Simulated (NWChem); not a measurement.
Species: C2H3FN2Si; SMILES F[SiH]1N=CC=N1

```xyz
9

F     -0.5502    -1.9688     0.0000
Si     0.4258    -0.6964     0.0000
N      0.0677     0.4095     1.3528
C     -0.2351     1.5053     0.7681
C     -0.2351     1.5053    -0.7681
N      0.0677     0.4095    -1.3528
H      1.8264    -1.1625     0.0000
H     -0.4817     2.4177     1.3224
H     -0.4817     2.4177    -1.3224
```
Atoms are numbered in this order, from 1.

Results from NWChem. Pople sets run with spherical d functions. Coordinates come from a B3LYP/6-31G* (spherical d) optimisation.

Task: Taking PBE/6-311++G** as the yardstick, which of these has the fewest basis functions while keeping “highest occupied level (eV)” within 0.1 eV of it: PBE/6-31+G*; PBE/STO-3G; PBE/6-31G*; PBE/3-21G; PBE/6-311G**?

Result: PBE/6-31+G* (a larger set in the list lies outside the tolerance).
```json
[
 {"level": "PBE/STO-3G", "basis functions": "37", "highest occupied level (eV)": "-3.26", "relative time (rough)": "1"},
 {"level": "PBE/3-21G", "basis functions": "64", "highest occupied level (eV)": "-6.16", "relative time (rough)": "1"},
 {"level": "PBE/6-31G*", "basis functions": "94", "highest occupied level (eV)": "-6.37", "relative time (rough)": "4"},
 {"level": "PBE/6-31+G*", "basis functions": "118", "highest occupied level (eV)": "-6.70", "relative time (rough)": "7"},
 {"level": "PBE/6-311G**", "basis functions": "134", "highest occupied level (eV)": "-6.55", "relative time (rough)": "7"},
 {"level": "PBE/6-311++G**", "basis functions": "161", "highest occupied level (eV)": "-6.74", "relative time (rough)": "10"}
]
```

The yardstick is one finite set, not the basis-set limit.
